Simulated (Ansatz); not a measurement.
Basis-set extrapolation for CH4F2OSi, SMILES `O[SiH2]C(F)F` (PBE0-D4/def2-TZVP geometry, frozen core, Ansatz). Multiplicity 1, RHF reference.

```json
{"": "HF", "def2-TZVPP": "-603.058180", "def2-QZVPP": "-603.081650"}
{"": "MP2 correlation", "def2-TZVPP": "-1.023429", "def2-QZVPP": "-1.112833"}
{"": "CCSD(T) correlation", "def2-TZVPP": "-1.083945", "def2-QZVPP": "not run"}
```

Energies in hartree. Use E(X) = E(∞) + A·exp(−7.88·√X) for Hartree–Fock and E(X) = E(∞) + B·X^(−2.97) for correlation, with X = 3 and 4, and add CCSD(T) minus MP2 of the smaller set to the MP2 limit.

What is the CCSD(T) energy at the basis-set limit?

HF limit: -603.081650 + (-0.023470) × 0.13774 = -603.08488. MP2 limit: -1.112833 + (-0.089404) × 0.74074 = -1.17906. Higher-order term: -1.083945 − (-1.023429) = -0.06052. Total: -604.32446 hartree, 478.7 kJ/mol below CCSD(T)/def2-TZVPP.
